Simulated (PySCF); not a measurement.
TaF₂, SMILES [F][Ta][F] (connectivity only; charge and spin as stated), neutral, multiplicity 4.

Geometry optimised at PBE-D3(BJ)/def2-TZVP. The multiplicity is an assumed one; other spin states were not compared. The def2 effective core potentials stand for the cores of Ta; spin–orbit coupling is left out.

All values below come from PBE-D3(BJ)/def2-TZVP in PySCF 2.14.0.

Frequencies are harmonic and unscaled.

Modes within 1.5 cm⁻¹ of each other (mostly degenerate sets) share a row, with their intensities summed.

```json
[
 {"mode": "1–2", "ν (cm⁻¹)": "23", "IR (km/mol)": "6.4", "moving atoms (share of kinetic energy)": "F 83 %, Ta 17 %"},
 {"mode": "3", "ν (cm⁻¹)": "633", "IR (km/mol)": "205.1", "moving atoms (share of kinetic energy)": "F 83 %, Ta 17 %"},
 {"mode": "4", "ν (cm⁻¹)": "657", "IR (km/mol)": "0.0", "moving atoms (share of kinetic energy)": "F 100 %"}
]
```
